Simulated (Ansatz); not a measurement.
Total energies of SbH₂I from Ansatz at PBE0-D4/def2-TZVP, gas phase (1 Eh = 27.2114 eV = 2625.5 kJ/mol). The reference geometry is relaxed at r2SCAN-D4/def2-TZVP.

```
                 state                        geometry  energy (Eh)
      charge 0 singlet                       reference   -539.20788
      charge 1 doublet                       reference   -538.86983
      charge 1 doublet  relaxed at r2SCAN-D4/def2-TZVP   -538.87524
free Sb atom (quartet)                               –   -240.22283
 free H atom (doublet)                               –     -0.50104
 free I atom (doublet)                               –   -297.69312
```

In the def2 sets I, Sb take a core potential; there is no spin–orbit coupling.

(1) Work out the vertical ionisation energy to the doublet.

(2) How much does the charge 1 doublet relax, and what is the adiabatic ionisation energy?

(3) What is the binding energy per atom against free atoms?

(1) E(charge 1 doublet) − E(charge 0 singlet) = -538.86983 − (-539.20788) = 0.33805 Eh = 9.20 eV. For comparison, −ε of the highest occupied level is 7.18 eV at this level, 2.02 eV less.

(2) Relaxation: -538.86983 − (-538.87524) = 0.00541 Eh = 0.15 eV. Adiabatic ionisation energy: 0.33264 Eh = 9.05 eV, without zero-point energy. 

(3) Atoms: 1 × (-240.22283) + 2 × (-0.50104) + 1 × (-297.69312) = -538.91803 Eh. Binding: -538.91803 − (-539.20788) = 0.28985 Eh = 7.89 eV, or 1.97 eV for each of 4 atoms (no zero-point energy, no counterpoise term).
